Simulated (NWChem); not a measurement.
Program: NWChem. System: H₂PbS₂, charge 0, spin multiplicity 1, at a geometry optimised with PBE0/def2-SVP with def2 effective core potentials on Pb. The structure started from a generated list of species. Level: CCSD(T)/def2-SVPD with def2 effective core potentials on Pb, 14 core orbitals frozen.

Output (cleaned and shortened):

```
             Northwest Computational Chemistry Package (NWChem) 7.3.0
             --------------------------------------------------------

                                NWChem Input Module
                                -------------------

 Scaling coordinates for geometry "geometry" by  1.889725989
 (inverse scale =  0.529177249)

 Turning off AUTOSYM since
 SYMMETRY directive was detected!

                             Geometry "geometry" -> ""
                             -------------------------

 Output coordinates in angstroms (scale by  1.889725989 to convert to a.u.)

  No.       Tag          Charge          X              Y              Z
 ---- ---------------- ---------- -------------- -------------- --------------
    1 Pb                  82.0000     0.24709100     0.44929300     0.00000000
    2 S                   16.0000     1.11235100    -1.94672900     0.00000000
    3 H                    1.0000    -0.11289100    -2.51792100     0.00000000
    4 S                   16.0000    -2.20444800    -0.26142500     0.00000000
    5 H                    1.0000    -2.67499300     1.00631900     0.00000000

 Effective nuclear repulsion energy (a.u.)     627.2176456976

            Nuclear Dipole moment (a.u.)
            ----------------------------
        X                 Y               Z
 ---------------- ---------------- ----------------
     0.0000491329    -0.0000755890     0.0000000000

      Symmetry information
      --------------------

 Group name             Cs
 Group number              2
 Group order               2
 No. of unique centers     5

      Symmetry unique atoms

     1    2    3    4    5


 Summary of "ao basis" -> "" (spherical)
 ------------------------------------------------------------------------------
       Tag                 Description            Shells   Functions and Types
 ---------------- ------------------------------  ------  ---------------------
 *                         def2-svpd                  on all atoms

 Summary of "ao basis" -> "ao basis" (spherical)
 ------------------------------------------------------------------------------
       Tag                 Description            Shells   Functions and Types
 ---------------- ------------------------------  ------  ---------------------
 Pb                        def2-svpd                12       32   5s4p3d
 S                         def2-svpd                11       27   5s4p2d
 H                         def2-svpd                 4        8   2s2p
[...]
     Alpha frozen virtuals :     0
      Beta frozen virtuals :     0
         Spin multiplicity : singlet
    Number of AO functions :   102
       Number of AO shells :    42
        Use of symmetry is : on
      Symmetry adaption is : on
         Schwarz screening : 0.10D-09

          Correlation Information
          -----------------------
          Calculation type : Coupled-cluster singles & doubles w/ perturbation
   Perturbative correction : (T)
            Max iterations :      100
        Residual threshold : 0.10D-05
     T(0) DIIS level shift : 0.00D+00
     L(0) DIIS level shift : 0.00D+00
     T(1) DIIS level shift : 0.00D+00
     L(1) DIIS level shift : 0.00D+00
     T(R) DIIS level shift : 0.00D+00
     T(I) DIIS level shift : 0.00D+00
   CC-T/L Amplitude update :  5-th order DIIS
                I/O scheme : Global Array Library
        L-threshold :  0.10D-05
        EOM-threshold :  0.10D-05
 no EOMCCSD initial starts read in
 TCE RESTART OPTIONS
 SLICE:      F
 D4D5:       F
 quantumc:   F
 qrotation:  F
 pwtce:      F
 qducc:      F
 nacto:                         0
 nrotv:                         0
 nrot:                          0

            Memory Information
            ------------------
          Available GA space size is     249026396 doubles
          Available MA space size is     104847148 doubles

 Maximum block size supplied by input
 Maximum block size        24 doubles

 tile_dim =     23

 -------------------------------------------------
   1    alpha     a'    10 doubles       0       1
   2    alpha     a"     4 doubles      10       2
   3    beta      a'    10 doubles      14       1
   4    beta      a"     4 doubles      24       2
   5    alpha     a'    17 doubles      28       5
   6    alpha     a'    17 doubles      45       6
   7    alpha     a'    17 doubles      62       7
   8    alpha     a"    23 doubles      79       8
   9    beta      a'    17 doubles     102       5
  10    beta      a'    17 doubles     119       6
  11    beta      a'    17 doubles     136       7
  12    beta      a"    23 doubles     153       8

 Global array virtual files algorithm will be used

 Parallel file system coherency ......... OK

 4-electron integrals stored in orbital form

 v2    file size   =          6506186
 4-index algorithm nr.  13 is used
 imaxsize =       30
 imaxsize ichop =        0


CCSD iterations
 ---------------------------------------------------------
 Iter          Residuum       Correlation     Cpu    Wall
 ---------------------------------------------------------
    1   0.1370178909613  -0.3833951304670     0.9     0.9
    2   0.0391740088443  -0.4109776154412     0.7     0.7
    3   0.0139211927541  -0.4186021646518     0.8     0.8
    4   0.0058536471499  -0.4206082539976     0.8     0.8
    5   0.0025761067555  -0.4214377795322     0.7     0.7
    6   0.0008080476861  -0.4218999998650     0.7     0.7
    7   0.0005525197418  -0.4219427194376     0.7     0.7
    8   0.0002767780604  -0.4219586877559     0.7     0.7
    9   0.0002087121764  -0.4219605994139     0.7     0.7
   10   0.0001221072747  -0.4219673422148     0.7     0.7
   11   0.0000222662642  -0.4219742564099     0.7     0.7
   12   0.0000112792888  -0.4219756220119     0.7     0.7
   13   0.0000067870036  -0.4219756346789     0.7     0.7
   14   0.0000040979346  -0.4219756225611     0.7     0.7
   15   0.0000026121539  -0.4219755613626     0.7     0.7
   16   0.0000005888817  -0.4219754556795     0.7     0.7
 -----------------------------------------------------------------
 Iterations converged
 CCSD correlation energy / hartree =        -0.421975455679501
 CCSD total energy / hartree       =      -988.312434633468911

 Singles contributions

 Doubles contributions
 CCSD(T)
 Using plain CCSD(T) code
             total no. of tasks          160
 total no. of tasks / no. procs          160
                         wl_min       425408           8.7
                         wl_max      8993000          14.4
        thresh for no. of tasks          160

 CCSD[T]  correction energy / hartree =        -0.017872376442754
 CCSD[T] correlation energy / hartree =        -0.439847832122256
 CCSD[T] total energy / hartree       =      -988.330307009911621
 CCSD(T)  correction energy / hartree =        -0.017211891010196
 CCSD(T) correlation energy / hartree =        -0.439187346689697
 CCSD(T) total energy / hartree       =      -988.329646524479131

 Task  times  cpu:       63.0s     wall:       63.0s

 Total times  cpu:       63.0s     wall:       63.0s
```

Problem. Write an NWChem input that would produce this output.

Solution. Several could match; the one computed here: 
```
start mol
memory heap 100 mb stack 700 mb global 1900 mb
geometry units angstroms nocenter noautoz
  Pb     0.247091     0.449293     0.000000
  S      1.112351    -1.946729     0.000000
  H     -0.112891    -2.517921     0.000000
  S     -2.204448    -0.261425     0.000000
  H     -2.674993     1.006319     0.000000
  symmetry group Cs
end
basis spherical
  * library def2-svpd
end
ecp
  Pb library def2-ecp
end
scf
  rhf
  nopen 0
  maxiter 100
  thresh 1e-7
  semidirect memsize 60000000 filesize 0
end
tce
  freeze core 14
  ccsd(t)
  2eorb
  2emet 13
  thresh 1e-6
  maxiter 100
  tilesize 24
end
task tce energy
```
